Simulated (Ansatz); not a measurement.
Computed with Ansatz on PBE0-D4/def2-TZVP structures; ΔE is electronic, products minus reactants. CCSD(T)/CBS adds triple-zeta CCSD(T) − MP2 to the extrapolated MP2 energy (def2 sets, frozen cores). Functionals use def2-TZVPP. B3LYP here is the variant with VWN-RPA as its local correlation; programs differ in this. For Se outer-core shells are correlated without core-valence functions, which leaves a few kJ/mol of doubt a bond. Scalar relativity is left out up to krypton. One conformer a species, not always the lowest.

Reaction (ligand exchange at the Si–C bond): `OC(S)[SiH2]F` + H₂Se → `F[SiH2][SeH]` + `OCS`

`OC(S)[SiH2]F`:

Z-matrix (Å, degrees):
```
C
S 1 1.817
Si 1 1.885 2 109.6
O 1 1.403 2 114.5 3 123.6
H 1 1.101 2 102.5 3 -114.8
H 2 1.344 1 97.0 3 -52.3
F 3 1.601 1 108.5 2 50.3
H 3 1.481 1 108.9 2 -67.7
H 3 1.481 1 111.3 2 168.5
H 4 0.964 1 108.5 2 46.4
```

H₂Se:

```xyz
3

Se   -0.615    0.065    0.293
H     0.084    0.763   -0.791
H     0.531   -0.828    0.498
```

`F[SiH2][SeH]`:

Z-matrix (Å, degrees):
```
Si
Se 1 2.258
F 1 1.598 2 112.3
H 1 1.479 2 110.7 3 -119.2
H 1 1.479 2 106.0 3 117.8
H 2 1.469 1 92.7 3 77.5
```

`OCS`:

```xyz
7

O     1.158    0.238   -0.384
C    -0.005   -0.329    0.165
S    -1.440    0.096   -0.824
H     1.897    0.023    0.193
H     0.024   -1.425    0.150
H    -0.168   -0.001    1.196
H    -1.467    1.398   -0.496
```

```json
{"level": "PBE0-D4", "ΔE (kJ/mol)": "-64.2"}
{"level": "B3LYP-D4", "ΔE (kJ/mol)": "-59.9"}
{"level": "ωB97M-V", "ΔE (kJ/mol)": "-60.3"}
{"level": "HF/def2-TZVPP", "ΔE (kJ/mol)": "-73.0"}
```

(1) What does CCSD(T)/CBS give? (Estimate.)

Largest T1 diagnostic among the species: 0.012.

Answers

(1) Ansatz gave: -64.5 kJ/mol. The listed levels differ from it by 0.3, 4.6, 4.2, -8.5 kJ/mol.

The D4 term adds +6.0 kJ/mol with B3LYP and +3.4 kJ/mol with PBE0; it sums over pairs of atoms, weighted by their polarisabilities, and B3LYP, whose exchange is more repulsive, gets the larger term. In def2-TZVPP, CCSD(T) changes the Hartree–Fock value by +12.4 kJ/mol (the triples alone add +1.9 kJ/mol) and MP2 by +8.9 kJ/mol.
